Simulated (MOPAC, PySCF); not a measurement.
HF$_{3}$Si, SMILES `F[SiH](F)F`, neutral singlet in the gas phase. 

Cartesian coordinates (Å):
```xyz
5

F     -0.8702    -1.1519    -0.6364
Si    -0.0029    -0.0020     0.0413
F     -0.5316     1.4027    -0.4889
F      1.5097    -0.1757    -0.4232
H     -0.1051    -0.0731     1.5073
```
Charge 0, spin multiplicity 1.

All levels are single points at this geometry (PBE-D3(BJ)/def2-TZVP); Pople sets use spherical d functions. Orbital energies aren't observables, and empty levels follow the basis.

```
level                          HOMO (eV)  LUMO (eV)  gap (eV)  dipole (D)  vertical IE, Delta-SCF (eV)
-----------------------------  ---------  ---------  --------  ----------  ---------------------------
PBE-D3(BJ)/def2-TZVP in PySCF      -9.58       0.04      9.62        1.27                        13.45
B3LYP/6-31G* in PySCF             -10.73       1.25     11.98        1.32                        13.85
B3LYP/LANL2DZ in PySCF            -11.48       0.21     11.69        2.25                            –
M06-2X/6-31G* in PySCF            -12.55       2.44     14.99        1.39                            –
HF/6-31G* in PySCF                -15.28       4.90     20.18        1.59                        14.26
AM1 in MOPAC                      -12.09       1.01     13.10        1.18                            –
```
